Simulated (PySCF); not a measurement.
CH4AlBO (calculated)

Calculation on a computer-drawn molecule: the log of a Hartree-Fock and frozen-core CCSD(T) single point meant for a local Hartree-Fock minimum, with one planted fault or none, to be diagnosed. Offsets are logged minus clean, where the clean run is the same molecule without the fault. The reference is restricted for singlets and unrestricted otherwise, and also for a bond in bohr or an excited solution. Adding or removing an electron swaps singlet and doublet. The excited solution moves the top pair (singlet) or top alpha electron (doublet) to the lowest empty orbital. Highest occupied and lowest empty are orbital energies over both spins, largest force is the largest gradient component, triples share is (T) over the correlation energy, the T1 limit is 0.02 restricted and 0.045 unrestricted, electrons count all cores, a negative frequency is imaginary (commonest isotopes), and the dipole is about the centre of nuclear charge. Program: PySCF 2.14.0.

```xyz
8
formula=CH4AlBO meant_charge=0 meant_multiplicity=1 meant_basis=cc-pV(D+d)Z logged_electrons=35 logged_basis_functions=85 logged_SCF_converged=yes logged_spin_squared=0.7928 logged_highest_occupied=-14.63 logged_lowest_empty=-5.3052 logged_largest_force=0.054491 logged_T1_diagnostic=0.02125 logged_D1_diagnostic=0.067631 logged_triples_share=0.029127 logged_CC_converged=yes logged_dipole_magnitude=6.5152 logged_SCF_stable_within_its_kind=yes logged_energy_HF=-381.44756 logged_energy_CCSD(T)=-381.93673 possible_faults=no_fault,one_electron_removed,one_electron_added,multiplicity_raised_by_two,geometry_at_a_saddle_point,SCF_held_on_an_excited_solution,minimal_basis_STO-3G,one_bond_length_entered_in_bohr,all_coordinates_scaled planted_fault=one_electron_removed HF_energy_offset_from_clean_run=139.9 CCSD(T)_energy_offset_from_clean_run=157.5
C     -0.3670     0.1950     0.4081
B      0.6295    -0.8795     1.0285
O      0.5912    -0.9697     2.3925
Al     1.9673    -2.1195    -0.3451
H      0.1737     0.9225    -0.2107
H     -0.9292     0.7414     1.1717
H     -1.0851    -0.2917    -0.2650
H      1.1779    -1.6083     2.7639
```

Units: logged_highest_occupied, logged_lowest_empty in eV; logged_largest_force in hartree/bohr; logged_dipole_magnitude in debye; logged_energy_HF, logged_energy_CCSD(T) in hartree; HF_energy_offset_from_clean_run, CCSD(T)_energy_offset_from_clean_run in kcal/mol.

Drawn bonds:
```
atom  other atom  order
   1           2      1
   2           3      1
   2           4      1
   1           5      1
   1           6      1
   1           7      1
   3           8      1
```
